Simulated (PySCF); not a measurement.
A side-by-side comparison of computed properties.

First species: C₇H₇F.
Bonds: C1–C2, C2–C3 (aromatic), C3–C4 (aromatic), C4–C5 (aromatic), C5–C6 (aromatic), C6–C7 (aromatic), C7–F8, C2–C7 (aromatic). Hydrogens: H9, H10, H11 on C1; H12 on C3; H13 on C4; H14 on C5; H15 on C6.

Second species: C₄H₁₀OSi.
Z-matrix (Å and degrees, GFN2-xTB geometry), rows numbered from 1:
```
C 
C   1  1.3224
C   2  1.4961  1  123.56
C   2  1.5071  1  121.79  3   179.25
O   4  1.4012  2  109.71  1  -120.08
Si  5  1.6164  4  129.54  2   179.08
H   1  1.0766  2  121.68  3     0.67
H   1  1.0766  2  121.96  3  -179.69
H   3  1.0862  2  111.20  1     4.81
H   3  1.0885  2  109.45  1   125.70
H   3  1.0900  2  110.02  1  -116.08
H   4  1.0964  2  110.40  1     1.13
H   4  1.0998  2  109.64  1   119.99
H   6  1.4678  5  111.21  4    59.76
H   6  1.4666  5  111.57  4   -60.36
H   6  1.4528  5   98.94  4   179.46
```

Levels: B3LYP/def2-SVPD for dipole moment, HOMO energy, LUMO energy, HOMO–LUMO gap, static isotropic polarisability and electronic spatial extent ⟨r²⟩ about the centre of nuclear charge; TDDFT B3LYP/def2-SVPD for lowest singlet excitation; TDA B3LYP/def2-SVPD for lowest triplet excitation (Tamm–Dancoff); GFN2-xTB for rotational constant A and rotational constant C. Geometries: GFN2-xTB. All species are isolated and taken at one optimised geometry, non-relativistic unless stated. Electronic properties by PySCF.

Dipoles, sizes and rotational constants follow the conformer. The torsions of the flexible species, by atom-mapped SMILES:
- `[CH2:1]=[C:2]([CH3:3])[CH2:4][O:5][SiH3:6]`: C1–C2–C4–O5 -120°, C2–C4–O5–Si6 179°

```csv
property,column X,column Y
dipole moment,0.81 D,1.34 D
HOMO energy,-7.22 eV,-6.87 eV
LUMO energy,-0.26 eV,-0.56 eV
HOMO–LUMO gap,6.96 eV,6.31 eV
lowest singlet excitation,6.43 eV,5.35 eV
lowest triplet excitation (Tamm–Dancoff),4.49 eV,4.18 eV
static isotropic polarisability,80.5 au,80.1 au
electronic spatial extent ⟨r²⟩ about the centre of nuclear charge,1027 bohr²,879 bohr²
rotational constant A,7.010 GHz,3.266 GHz
rotational constant C,1.196 GHz,1.327 GHz
```

(1) Which column belongs to which species?

(2) How does each property change from the first species to the second?

Answers

(1) Column X is the second species and column Y the first. The first has 15 atoms and 58 electrons, the second 16 and 56.

(2) dipole moment -0.53 D; HOMO energy -0.35 eV; LUMO energy +0.30 eV; HOMO–LUMO gap +0.65 eV; lowest singlet excitation +1.08 eV; lowest triplet excitation (Tamm–Dancoff) +0.31 eV; static isotropic polarisability +0.4 au; electronic spatial extent ⟨r²⟩ about the centre of nuclear charge +148 bohr²; rotational constant A +3.744 GHz; rotational constant C -0.131 GHz.

On the first: S1 lies 0.96 eV below the HOMO–LUMO gap; its leading configuration is HOMO→LUMO, weight 0.64, beside HOMO−1→LUMO+1, weight 0.34. The principal polarisabilities are 50.8, 88.4 and 101.0 au; their mean is the isotropic value.

On the second: In atomic units the dipole is 0.32 e·bohr (1 au = 2.5417 D). In wavenumbers S1 is 51900 cm⁻¹ (1 eV = 8065.54 cm⁻¹).
